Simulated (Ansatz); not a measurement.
Start from `C[O][Zr]([OH])([OH])[SH]` and change one atom or group to get `[OH][Zr]([OH])([SH])[Cl]`.

Ansatz, PBE0-D4/def2-TZVP geometries, multiplicity 1. Each molecule was computed in one conformer, which needn't be the lowest.

Elements past krypton have def2 core potentials.

```
                                          property  `C[O][Zr]([OH])([OH])[SH]`
               HOMO–LUMO gap (PBE/def2-TZVPP) / eV                        4.47
    size of the dipole moment (PBE/def2-TZVPP) / D                        3.58
                 LUMO energy (PBE/def2-TZVPP) / eV                       -1.20
             HOMO energy (ωB97M-V/def2-TZVPP) / eV                       -9.05
              HOMO–LUMO gap (PBE0/def2-TZVPP) / eV                        6.57
size of the dipole moment (ωB97M-V/def2-TZVPP) / D                        3.70
```

Problem. What does the change do to each property? (An estimate is asked.)

Solution. The calculation gave: 
| property | `[OH][Zr]([OH])([SH])[Cl]` | shift |
| --- | --- | --- |
| HOMO–LUMO gap (PBE/def2-TZVPP) / eV | 4.33 | -0.14 |
| size of the dipole moment (PBE/def2-TZVPP) / D | 3.72 | 0.14 |
| LUMO energy (PBE/def2-TZVPP) / eV | -1.90 | -0.70 |
| HOMO energy (ωB97M-V/def2-TZVPP) / eV | -9.59 | -0.54 |
| HOMO–LUMO gap (PBE0/def2-TZVPP) / eV | 6.37 | -0.20 |
| size of the dipole moment (ωB97M-V/def2-TZVPP) / D | 3.84 | 0.14 |

With PBE0 the HOMO falls by 0.56 eV and the LUMO falls by 0.76 eV, so the gap narrows by about 0.20 eV. PBE moves the HOMO by -0.57 eV and ωB97M-V by -0.54 eV. Dipoles are sizes alone; their direction can turn.
